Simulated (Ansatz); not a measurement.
Coupled-cluster run, AlFH4OSi, SMILES `[F][AlH][O][SiH3]`.

```yaml
crystal:
  periodic: [false, false, false]
  atoms:
    - {symbol: F, position_ang: [-1.336382, -2.139089, 1.415323]}
    - {symbol: Al, position_ang: [-0.738873, -0.613719, 1.556609]}
    - {symbol: O, position_ang: [-0.020950, 0.101820, 0.229635]}
    - {symbol: Si, position_ang: [0.613745, 0.516546, -1.211390]}
    - {symbol: H, position_ang: [-0.859132, 0.126426, 2.927139]}
    - {symbol: H, position_ang: [-0.329494, 1.409921, -1.933223]}
    - {symbol: H, position_ang: [1.898294, 1.233578, -1.001266]}
    - {symbol: H, position_ang: [0.864892, -0.692582, -2.038726]}
basis:
  gaussian: {orbitals: cc-pV(Q+d)Z}
correlation: {method: ccsd_t}
```

```sh
$ ansatz run in.yaml --threads 2 --pin off --events-out ev --progress --plain --max-ram 22528MiB --backend cuda --devices 0, --max-vram 18GiB
```

Output of Ansatz, abridged:

```
Functional definition: HF
2172 factors; integrals over basis functions are off by at most 8.1e-4 eV
mean field evaluation 1: about -19255.1558 eV, gradient 5.0e1 eV
mean field evaluation 2: about -19255.2412 eV, gradient 5.0e1 eV
mean field evaluation 4: about -19259.9249 eV, gradient 3.0e0 eV
mean field evaluation 8: about -19259.9751 eV, gradient 2.7e-1 eV
mean field -19259.97535742 eV, -707.7910395052 hartree, gradient 9.8e-7 eV, S^2 0.000000; 0 other end points of the search recorded, 0 dependent functions left out
12 core orbitals not correlated: weight in the atoms' cores, before any rotation towards them, 1.000 or more for the frozen orbitals, at most 0.000 for the correlated occupied ones
reference -19259.97535742 eV, -707.7910395052 hartree; 12, 12 occupied and 334, 334 virtual orbitals, 2172 factors
second order -20.36625527 eV of doubles, -0.00000000 eV of singles
cycle   1  -20.36577254 eV  change    4.8e-4 eV  update   9.7e-2
cycle   2  -20.84565657 eV  change   -4.8e-1 eV  update   3.0e-2
cycle   3  -20.97052445 eV  change   -1.2e-1 eV  update   1.5e-2
cycle   4  -20.95193183 eV  change    1.9e-2 eV  update   3.1e-3
cycle   5  -20.95051118 eV  change    1.4e-3 eV  update   1.4e-3
cycle   6  -20.95150566 eV  change   -9.9e-4 eV  update   4.0e-4
cycle   7  -20.95131532 eV  change    1.9e-4 eV  update   1.4e-4
cycle   8  -20.95124311 eV  change    7.2e-5 eV  update   3.9e-5
cycle   9  -20.95125597 eV  change   -1.3e-5 eV  update   1.5e-5
perturbative correction -0.68329952 eV, -0.0251107940 hartree
Total energy: -19281.60991291 eV, -708.5860947547 hartree
```

Run time 8 s (2 threads of an AMD EPYC 7R13 on a shared host and a share of an NVIDIA H100 80 GB); peak host memory 0.9 GiB.

Correlation energy per correlated electron: -0.901 eV. T1 diagnostic: 0.0118.
